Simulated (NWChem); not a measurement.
System: C2H7NZr; SMILES [Zr]([CH3])(=[NH])[CH3]

Input file for NWChem:

```
start job
memory heap 200 mb stack 900 mb global 1100 mb
geometry units angstroms noautoz
  Zr    -0.149120    -0.002684     0.214379
  N     -1.650773    -0.001407    -0.779091
  H     -2.409237    -0.001172    -1.455812
  C      1.020898     1.788702    -0.457030
  H      1.277854     1.669067    -1.525326
  H      1.975255     1.891511     0.096798
  H      0.471897     2.743282    -0.373763
  C      1.024343    -1.788190    -0.466249
  H      1.289881    -1.654603    -1.530892
  H      0.475184    -2.743858    -0.399586
  H      1.974493    -1.897611     0.093550
end
basis spherical
  * library def2-svp
end
ecp
  Zr library def2-ecp
end
dft
  xc scan
  grid xcoarse
  iterations 150
  mulliken
end
task dft gradient
```

Parts of the log:

```
             Northwest Computational Chemistry Package (NWChem) 7.3.0
             --------------------------------------------------------

 C1  symmetry detected

                             Geometry "geometry" -> ""
                             -------------------------

 Output coordinates in angstroms (scale by  1.889725989 to convert to a.u.)

  No.       Tag          Charge          X              Y              Z
 ---- ---------------- ---------- -------------- -------------- --------------
    1 Zr                  40.0000    -0.12909755    -0.00005945     0.33530782
    2 N                    7.0000    -1.67990722     0.00018000    -0.57953387
    3 H                    1.0000    -2.47220657    -0.00056043    -1.21630714
    4 C                    6.0000     1.00637981     1.78839832    -0.40015525
    5 H                    1.0000     1.20788688     1.66574615    -1.47994533
    6 H                    1.0000     1.98807586     1.89166620     0.10353219
    7 H                    1.0000     0.46323616     2.74374737    -0.29124412
    8 C                    6.0000     1.00619094    -1.78850721    -0.40013502
    9 H                    1.0000     1.21668004    -1.65793765    -1.47738456
   10 H                    1.0000     0.46034988    -2.74344150    -0.30277526
   11 H                    1.0000     1.98380582    -1.89744884     0.11029007

 Effective nuclear repulsion energy (a.u.)     303.7712224203

                                 NWChem DFT Module
                                 -----------------

 Summary of "ao basis" -> "ao basis" (spherical)
 ------------------------------------------------------------------------------
       Tag                 Description            Shells   Functions and Types
 ---------------- ------------------------------  ------  ---------------------
 Zr                         def2-svp                11       31   5s3p2d1f
 N                          def2-svp                 6       14   3s2p1d
 H                          def2-svp                 3        5   2s1p
 C                          def2-svp                 6       14   3s2p1d

            General Information
            -------------------
          SCF calculation type: DFT
          Wavefunction type:  closed shell.
          No. of atoms     :    11
          No. of electrons :    38
           Alpha electrons :    19
            Beta electrons :    19
          Charge           :     0
          Spin multiplicity:     1
          Use of symmetry is: off; symmetry adaption is: off
          Maximum number of iterations: 150
          AO basis - number of functions:   108
                     number of shells:    50
          Convergence on energy requested:  1.00D-06
          Convergence on density requested:  1.00D-05
          Convergence on gradient requested:  5.00D-04

              XC Information
              --------------
                         SCAN Method XC Functional
                  SCAN metaGGA Exchange Functional  1.000
                        SCAN Correlation Potential  1.000

             Grid Information
             ----------------
          Grid used for XC integration:  xcoarse
          Radial quadrature: Mura-Knowles
          Angular quadrature: Lebedev.
          Tag              B.-S. Rad. Rad. Pts. Rad. Cut. Ang. Pts.
          ---              ---------- --------- --------- ---------
          Zr                  1.55       84           8.0       194
          N                   0.65       21          10.0       194
          H                   0.35       21          12.0       194
          C                   0.70       21          11.0       194
          Grid pruning is: on
          Number of quadrature shells:   294
          Spatial weights used:  Erf1

      Superposition of Atomic Density Guess
      -------------------------------------

 Sum of atomic energies:        -186.48824038

      Non-variational initial energy
      ------------------------------

 Total energy =    -180.773725
 1-e energy   =    -513.139266
 2-e energy   =     202.040355
 HOMO         =      -0.313182
 LUMO         =      -0.069497

     ---------------------------------------------
      Total Density - Mulliken Population Analysis
     ---------------------------------------------

    Atom       Charge   Shell Charges
 -----------   ------   -------------------------------------------------------
    1 Zr  12     9.97  -0.48  1.60  0.89  0.39  0.07  5.81  0.31  0.08  1.04  0.18  0.08
    2 N    7     8.29   1.99  1.12  0.56  2.80  1.81  0.01
    3 H    1     0.78   0.60  0.13  0.04
    4 C    6     6.92   1.99  0.98  0.34  2.20  1.40  0.01
    5 H    1     0.86   0.65  0.18  0.03
    6 H    1     0.85   0.65  0.18  0.03
    7 H    1     0.85   0.65  0.18  0.03
    8 C    6     6.92   1.99  0.98  0.34  2.20  1.40  0.01
    9 H    1     0.86   0.65  0.18  0.03
   10 H    1     0.85   0.65  0.18  0.03
   11 H    1     0.85   0.65  0.18  0.03

   convergence    iter        energy       DeltaE   RMS-Dens  Diis-err
 ---------------- ----- ----------------- --------- --------- ---------
 d= 0,ls=0.0,diis     1   -181.7887195601 -3.12D+02  3.68D-02  1.82D+00
 d= 0,ls=0.5,diis     2   -177.1900819711  4.60D+00  1.23D-02  2.72D+01
 d= 0,ls=0.5,diis     3   -179.5855040809 -2.40D+00  6.46D-03  1.54D+01
 d= 0,ls=0.5,diis     4   -180.6963527885 -1.11D+00  5.68D-03  9.10D+00
 d= 0,ls=0.5,diis     5   -181.4280813281 -7.32D-01  4.88D-03  4.15D+00
 d= 0,ls=0.5,diis     6   -181.8544165895 -4.26D-01  3.42D-03  1.10D+00
 d= 0,ls=0.5,diis     7   -181.9946944805 -1.40D-01  2.06D-03  2.18D-01
  Resetting Diis
 d= 0,ls=0.5,diis     8   -182.0331951145 -3.85D-02  1.40D-03  4.11D-02
 d= 0,ls=0.5,diis     9   -182.0455591801 -1.24D-02  1.17D-03  1.08D-02
 d= 0,ls=0.5,diis    10   -182.0506624980 -5.10D-03  8.33D-04  1.04D-02
 d= 0,ls=0.5,diis    11   -182.0537687458 -3.11D-03  7.41D-04  4.64D-03
 d= 0,ls=0.5,diis    12   -182.0555877668 -1.82D-03  5.13D-04  1.52D-03
 d= 0,ls=0.5,diis    13   -182.0564366153 -8.49D-04  3.53D-04  1.66D-03
 d= 0,ls=0.5,diis    14   -182.0569725601 -5.36D-04  2.65D-04  1.59D-03
 d= 0,ls=0.5,diis    15   -182.0573448097 -3.72D-04  2.07D-04  1.20D-03
 d= 0,ls=0.5,diis    16   -182.0575989286 -2.54D-04  1.60D-04  8.22D-04
 d= 0,ls=0.5,diis    17   -182.0577627695 -1.64D-04  1.27D-04  5.60D-04
 d= 0,ls=0.5,diis    18   -182.0578707283 -1.08D-04  1.01D-04  3.66D-04
 d= 0,ls=0.5,diis    19   -182.0579407148 -7.00D-05  8.02D-05  2.32D-04
 d= 0,ls=0.5,diis    20   -182.0579859247 -4.52D-05  6.32D-05  1.41D-04
 d= 0,ls=0.5,diis    21   -182.0580132500 -2.73D-05  5.03D-05  9.27D-05
 d= 0,ls=0.5,diis    22   -182.0580307321 -1.75D-05  3.99D-05  6.07D-05
 d= 0,ls=0.5,diis    23   -182.0580419499 -1.12D-05  3.19D-05  3.91D-05
 d= 0,ls=0.5,diis    24   -182.0580491652 -7.22D-06  2.54D-05  2.48D-05
 d= 0,ls=0.5,diis    25   -182.0580537950 -4.63D-06  2.03D-05  1.53D-05
 d= 0,ls=0.5,diis    26   -182.0580567194 -2.92D-06  1.61D-05  9.52D-06
 d= 0,ls=0.5,diis    27   -182.0580585507 -1.83D-06  1.28D-05  6.02D-06
 d= 0,ls=0.5,diis    28   -182.0580597096 -1.16D-06  1.03D-05  3.82D-06
 d= 0,ls=0.5,diis    29   -182.0580604505 -7.41D-07  8.23D-06  2.41D-06

         Total DFT energy =     -182.058060922248
      One electron energy =     -519.415145668244
           Coulomb energy =      233.229708224151
    Exchange-Corr. energy =      -26.197809794646
 Nuclear repulsion energy =      130.325186316490

 Numeric. integr. density =       38.000213805655

                       DFT Final Molecular Orbital Analysis
                       ------------------------------------

 Vector   17  Occ=2.000000D+00  E=-2.249623D-01
              MO Center=  3.7D-02,  2.5D-03, -2.0D-01, r^2= 3.8D+00
   Bfn.  Coefficient  Atom+Function         Bfn.  Coefficient  Atom+Function
  ----- ------------  ---------------      ----- ------------  ---------------
    15      0.418565   1 Zr d -2             36      0.289413   2 N  py
    39     -0.203253   2 N  py               55     -0.187948   4 C  py
    84     -0.186867   8 C  py               54     -0.165707   4 C  px
    83      0.165595   8 C  px               58     -0.125895   4 C  py
    87     -0.125061   8 C  py               53      0.106252   4 C  s

 Vector   18  Occ=2.000000D+00  E=-2.106457D-01
              MO Center= -7.0D-01, -4.0D-04, -3.4D-01, r^2= 3.3D+00
   Bfn.  Coefficient  Atom+Function         Bfn.  Coefficient  Atom+Function
  ----- ------------  ---------------      ----- ------------  ---------------
    37      0.334727   2 N  pz               35     -0.250834   2 N  px
    40     -0.245761   2 N  pz                2     -0.201913   1 Zr s
    19     -0.202450   1 Zr d  2             38      0.198330   2 N  px
    17      0.156715   1 Zr d  0             55     -0.145920   4 C  py
    84      0.145696   8 C  py                4      0.138633   1 Zr s

 Vector   19  Occ=2.000000D+00  E=-1.991325D-01
              MO Center= -6.5D-01,  4.0D-04, -4.2D-01, r^2= 3.3D+00
   Bfn.  Coefficient  Atom+Function         Bfn.  Coefficient  Atom+Function
  ----- ------------  ---------------      ----- ------------  ---------------
    36      0.417335   2 N  py               39     -0.319258   2 N  py
    16      0.313243   1 Zr d -1              7      0.210180   1 Zr py
    53     -0.163134   4 C  s                82      0.162868   8 C  s
    55      0.160917   4 C  py               84      0.160599   8 C  py
    58      0.126558   4 C  py               87      0.126443   8 C  py

 Vector   20  Occ=0.000000D+00  E=-8.673409D-02
              MO Center= -3.4D-01,  4.1D-04,  1.3D+00, r^2= 3.5D+00
   Bfn.  Coefficient  Atom+Function         Bfn.  Coefficient  Atom+Function
  ----- ------------  ---------------      ----- ------------  ---------------
    17      0.498608   1 Zr d  0              5      0.422752   1 Zr s
     4      0.326414   1 Zr s                14      0.293761   1 Zr pz
    18      0.226006   1 Zr d  1             22      0.208495   1 Zr d  0
     8     -0.200017   1 Zr pz                2     -0.169257   1 Zr s
     3     -0.163237   1 Zr s                11      0.152995   1 Zr pz

 Vector   21  Occ=0.000000D+00  E=-5.115332D-02
              MO Center= -1.5D-01, -7.3D-04,  7.3D-01, r^2= 3.7D+00
   Bfn.  Coefficient  Atom+Function         Bfn.  Coefficient  Atom+Function
  ----- ------------  ---------------      ----- ------------  ---------------
    16      0.670175   1 Zr d -1             21      0.366374   1 Zr d -1
    13      0.349433   1 Zr py               53      0.240429   4 C  s
    82     -0.239954   8 C  s                 7     -0.230973   1 Zr py
    39      0.135871   2 N  py               71     -0.123938   6 H  s
   105      0.124487  11 H  s                76     -0.123807   7 H  s

 Vector   22  Occ=0.000000D+00  E=-3.643450D-02
              MO Center=  1.6D-01,  3.3D-04,  5.9D-01, r^2= 4.1D+00
   Bfn.  Coefficient  Atom+Function         Bfn.  Coefficient  Atom+Function
  ----- ------------  ---------------      ----- ------------  ---------------
    18      0.507230   1 Zr d  1             19      0.452000   1 Zr d  2
    14     -0.367131   1 Zr pz                5     -0.360909   1 Zr s
    23      0.236093   1 Zr d  1             66     -0.203436   5 H  s
    95     -0.204225   9 H  s                 8      0.176711   1 Zr pz
    24      0.159041   1 Zr d  2             76      0.158138   7 H  s

     ---------------------------------------------
      Total Density - Mulliken Population Analysis
     ---------------------------------------------

    Atom       Charge   Shell Charges
 -----------   ------   -------------------------------------------------------
    1 Zr  12    11.15  -0.49  1.65  0.85  0.38  0.01  5.82  0.30  0.11  2.04  0.40  0.07
    2 N    7     7.35   1.99  1.04  0.55  2.31  1.45  0.01
    3 H    1     0.88   0.71  0.12  0.05
    4 C    6     6.50   1.99  0.88  0.36  2.06  1.19  0.02
    5 H    1     0.92   0.72  0.18  0.03
    6 H    1     0.95   0.73  0.20  0.03
    7 H    1     0.93   0.72  0.18  0.03
    8 C    6     6.50   1.99  0.88  0.36  2.06  1.19  0.02
    9 H    1     0.92   0.72  0.18  0.03
   10 H    1     0.93   0.72  0.18  0.03
   11 H    1     0.95   0.73  0.20  0.03

     -------------------------------------------
      Total Density - Lowdin Population Analysis
     -------------------------------------------

    Atom       Charge   Shell Charges
 -----------   ------   -------------------------------------------------------
    1 Zr  12    11.63   0.00  0.94  0.95  0.35  0.12  5.28  0.89  0.21  1.91  0.85  0.14
    2 N    7     7.14   1.97  0.80  0.49  2.14  1.72  0.02
    3 H    1     0.93   0.59  0.22  0.13
    4 C    6     6.29   1.97  0.60  0.35  1.87  1.47  0.04
    5 H    1     0.94   0.61  0.26  0.07
    6 H    1     0.96   0.62  0.27  0.07
    7 H    1     0.95   0.62  0.26  0.07
    8 C    6     6.29   1.97  0.60  0.35  1.87  1.47  0.04
    9 H    1     0.94   0.61  0.26  0.07
   10 H    1     0.95   0.62  0.26  0.07
   11 H    1     0.96   0.62  0.27  0.07

     Multipole analysis of the density
     ---------------------------------

     L   x y z        total         alpha         beta         nuclear
     -   - - -        -----         -----         ----         -------
     0   0 0 0      0.000000    -19.000000    -19.000000     38.000000

     1   1 0 0      0.010286     -3.410283     -3.410283      6.830852
     1   0 1 0      0.000168     -0.001489     -0.001489      0.003146
     1   0 0 1      1.468110      9.605014      9.605014    -17.741917

     2   2 0 0    -33.419439   -105.042642   -105.042642    176.665845
     2   1 1 0      0.001871      0.000490      0.000490      0.000890
     2   1 0 1      0.536169     -1.581278     -1.581278      3.698725
     2   0 2 0    -35.481566   -135.835097   -135.835097    236.188628
     2   0 1 1      0.003188     -0.002119     -0.002119      0.007426
     2   0 0 2    -27.249931    -34.467967    -34.467967     41.686003

            General Information
            -------------------
          SCF calculation type: DFT
          Wavefunction type:  closed shell.
          No. of atoms     :    11
          No. of electrons :    38
           Alpha electrons :    19
            Beta electrons :    19
          Charge           :     0
          Spin multiplicity:     1
          Use of symmetry is: off; symmetry adaption is: off
          Maximum number of iterations: 150
          AO basis - number of functions:   108
                     number of shells:    50
          Convergence on energy requested:  1.00D-06
          Convergence on density requested:  1.00D-05
          Convergence on gradient requested:  5.00D-04

              XC Information
              --------------
                         SCAN Method XC Functional
                  SCAN metaGGA Exchange Functional  1.000
                        SCAN Correlation Potential  1.000

[...]

                         DFT ENERGY GRADIENTS

    atom               coordinates                        gradient
                 x          y          z           x          y          z
   1 Zr     -0.243959  -0.000112   0.633640   -0.000957  -0.000016  -0.002988
   2 N      -3.174564   0.000340  -1.095160   -0.000623   0.000020   0.001176
   3 H      -4.671793  -0.001059  -2.298487    0.000376  -0.000016   0.000210
   4 C       1.901782   3.379583  -0.756184    0.000540   0.000266   0.000761
   5 H       2.282575   3.147804  -2.796691    0.000000   0.000272   0.000448
   6 H       3.756919   3.574731   0.195647   -0.000386   0.000486  -0.000399
   7 H       0.875389   5.184931  -0.550372    0.000453  -0.000438  -0.000014
   8 C       1.901425  -3.379789  -0.756146    0.000570  -0.000212   0.000801
   9 H       2.299192  -3.133048  -2.791852    0.000019  -0.000253   0.000415
  10 H       0.869935  -5.184353  -0.572162    0.000459   0.000403  -0.000003
  11 H       3.748849  -3.585658   0.208418   -0.000452  -0.000511  -0.000407
```

Level: SCAN/def2-SVP with def2 effective core potentials on Zr. Coordinates come from a PBE0/def2-SVP optimisation. Not confirmed as a minimum by frequencies. def2 effective core potentials on Zr; no spin-orbit coupling.
